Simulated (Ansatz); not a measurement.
Geometry optimisation of AlBr2H, SMILES `[Br][AlH][Br]`.

```yaml
crystal:
  periodic: [false, false, false]
  atoms:
    - {symbol: Br, position_ang: [-2.049165, 0.117018, -0.675753]}
    - {symbol: Al, position_ang: [0.107794, 0.140003, -0.001527]}
    - {symbol: Br, position_ang: [1.066406, -1.807125, 0.626885]}
    - {symbol: H, position_ang: [0.930465, 1.489805, 0.030095]}
basis:
  gaussian: {orbitals: def2-TZVP}
hamiltonian: {xc: pbe0, dispersion: d4}
relax: {f_tol: 0.005, max_steps: 150}
```

```sh
$ ansatz run in.yaml --threads 2 --pin off --events-out ev --progress --plain
```

It prints (some lines left out):

```
Functional definition: PBE0
mean field -146690.30104177 eV, -5390.7691330279 hartree, gradient 5.2e-5 eV, S^2 0.000000; 0 other end points of the search recorded, 0 dependent functions left out
relax step   1: F+E_penalty+E_count = -146690.38929231 eV  Δ(F+E_penalty+E_count) = +0.000e0 eV  max|allowed force component| = 2.580e-1 eV/Å  Δτ_max = 0.0000 Å  (25 SCF iters, accepted)
mean field -146690.30715917 eV, -5390.7693578382 hartree, gradient 1.5e-5 eV, S^2 0.000000; 0 other end points of the search recorded, 0 dependent functions left out
relax step   2: F+E_penalty+E_count = -146690.39604906 eV  Δ(F+E_penalty+E_count) = -6.757e-3 eV  max|allowed force component| = 2.302e-2 eV/Å  Δτ_max = 0.0197 Å  (29 SCF iters, accepted)
mean field -146690.30719246 eV, -5390.7693590615 hartree, gradient 1.5e-5 eV, S^2 0.000000; 0 other end points of the search recorded, 0 dependent functions left out
relax step   3: F+E_penalty+E_count = -146690.39609107 eV  Δ(F+E_penalty+E_count) = -4.201e-5 eV  max|allowed force component| = 5.423e-4 eV/Å  Δτ_max = 0.0025 Å  (30 SCF iters, accepted)
mean field -146690.30719246 eV, -5390.7693590615 hartree, gradient 1.5e-5 eV, S^2 0.000000; 1 other end points of the search recorded, 0 dependent functions left out
Total energy: -146690.39611732 eV, -5390.7726269899 hartree
Atom 0 at    -2.030640     0.114174    -0.669428 Å, force     0.000165     0.000542    -0.000038 eV/Å
Atom 1 at     0.108595     0.140700    -0.001479 Å, force    -0.000329    -0.000298    -0.000058 eV/Å
Atom 2 at     1.055386    -1.792968     0.621067 Å, force     0.000488    -0.000170     0.000183 eV/Å
Atom 3 at     0.922159     1.477796     0.029540 Å, force    -0.000324    -0.000074    -0.000088 eV/Å
Dipole moment:     0.095527     0.157106     0.003625 e Å
```

Hardware: 2 threads of a server CPU on a shared host. Wall time 11 s, peak host memory 0.4 GiB.
